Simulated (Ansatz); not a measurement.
Geometry optimisation, Ansatz 0.2.0, RKS CAM-B3LYP-D4/def2-SVP.

The input (input.yaml):

```yaml
crystal:
  periodic: [false, false, false]
  atoms:
    - { symbol: Si, position_ang: [-0.6292, 0.9888, -0.4654] }
    - { symbol: Ge, position_ang: [0.0412, -0.98, 0.4073] }
    - { symbol: S, position_ang: [1.8854, -0.7567, 1.5615] }
    - { symbol: S, position_ang: [2.0977, -1.5742, -0.3921] }
    - { symbol: H, position_ang: [-1.4255, 0.7742, -1.7342] }
    - { symbol: H, position_ang: [-1.5465, 1.7285, 0.4943] }
    - { symbol: H, position_ang: [0.5144, 1.8831, -0.7673] }
    - { symbol: H, position_ang: [-0.8453, -2.1208, 0.8402] }
basis:
  gaussian: { orbitals: def2-SVP }
hamiltonian:
  xc: cam_b3lyp
  dispersion: d4
relax:
  f_tol: 0.02
  max_steps: 50
output:
  orbitals: {}
```

Run as:

```bash
$ ansatz run input.yaml --threads 2 --pin off --max-ram 3072MiB --backend cpu --events-out ev --progress --plain --runs-dir out
```

**Question.** Where does it end, and by what steps?

**Answer.** It converged. After 5 steps the energy has fallen by 0.179 eV; Si1 moved furthest, 0.10 Å.

```csv
step,energy less start (eV),largest force component (eV/Å),accepted
0,0.0000,1.733,yes
1,-0.1662,0.268,yes
2,-0.1782,0.043,yes
3,-0.1789,0.022,yes
4,-0.1793,0.022,yes
5,-0.1794,0.007,yes
```

```xyz
8
Properties=species:S:1:pos:R:3
Si -0.687 1.060 -0.498
Ge 0.105 -0.982 0.405
S 1.937 -0.785 1.628
S 2.070 -1.626 -0.381
H -1.451 0.789 -1.744
H -1.572 1.729 0.492
H 0.514 1.883 -0.779
H -0.824 -2.125 0.821
```

Whether the end is a true minimum wasn't checked by a vibrational analysis.

The run took 19 s on 2 threads of Intel(R) Xeon(R) Platinum 8488C (Sapphire Rapids), on a shared host, peak memory 0.33 GiB.
